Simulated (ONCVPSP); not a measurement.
# Varying the ONCV potential for chromium

Base potential:

- Element: chromium (Cr)
- Generator: ONCVPSP 4.0.1
- Type: optimised norm-conserving Vanderbilt (ONCV)
- Functional: PBE
- Relativity: scalar-relativistic
- Frozen core: [Ne]
- Valence charge: 14
- Reference configuration: 3s2 3p6 3d5 (charge +1)
- Partial waves: 3s: rc 0.95 bohr, ncon 4, nbas 8, qcut 8.6 1/bohr, 2 projectors, debl 1.8 Ha; 3p: rc 1.35 bohr, ncon 5, nbas 8, qcut 9.9 1/bohr, 2 projectors, debl 3.9 Ha; 3d: rc 2.10 bohr, ncon 4, nbas 8, qcut 6.2 1/bohr, 1 projector
- Local potential: polynomial inside 0.85 bohr (lpopt 3, dvloc0 6 Ha)
- Core correction: Teter function, fcfact 3.5, rcfact 1.2

In the s channel the program set the typed energies aside and used -2.976, 0.250 Ha.

All-electron outer shells of the reference configuration (PBE, scalar-relativistic, ld1.x):

```csv
shell,level (eV),outermost node (bohr),outermost maximum (bohr)
3s,-80.98,0.36,0.78
3p,-52.47,0.33,0.80
3d,-9.88,–,0.85
```

Cutoffs, loose and tight: the cutoffs (Ha) at which the residual kinetic energy of the hardest occupied pseudo-wave falls to 1 and 0.1 mHa per electron. They do not see the model core or the augmentation charge, which bear on the density cutoff. Test errors are all-electron minus pseudo excitation energies from the reference, over the configurations 3s2 3p6 3d5 4s1; 3s2 3p6 3d4; 3s2 3p6 3d3; 3s2 3p5 3d5 4s1. A dash means not determined; rows that change the core or the reference have their own tests.

```csv
change,outcome,"cutoff, loose","cutoff, tight",bound ghosts,GHOST(+) flags above zero,largest test error (meV)
base,"generated, projector energies reset by the program",59 Ha,180 Ha,none,none,+536
d: rc 1.4,"generated, projector energies reset by the program",119 Ha,180 Ha,none,none,-156
s: qcut 11.1,"generated, projector energies reset by the program",49 Ha,57 Ha,none,none,+539
"core correction Teter function, fcfact 4.25, rcfact 1.05","generated, projector energies reset by the program",59 Ha,180 Ha,none,none,+536
functional PBEsol,"generated, projector energies reset by the program",59 Ha,180 Ha,none,none,+522
"core correction Teter function, fcfact 2.4, rcfact 1.2","generated, projector energies reset by the program",59 Ha,180 Ha,none,none,+536
```

Problem. What comes out with this change to the base: s: qcut 11.9; p: qcut 13.7; d: qcut 8.6?

Solution. outcome: generated, projector energies reset by the program; cutoff, loose: 51 Ha; cutoff, tight: 62 Ha; bound ghosts: none; GHOST(+) flags above zero: none; largest test error (meV): +278.
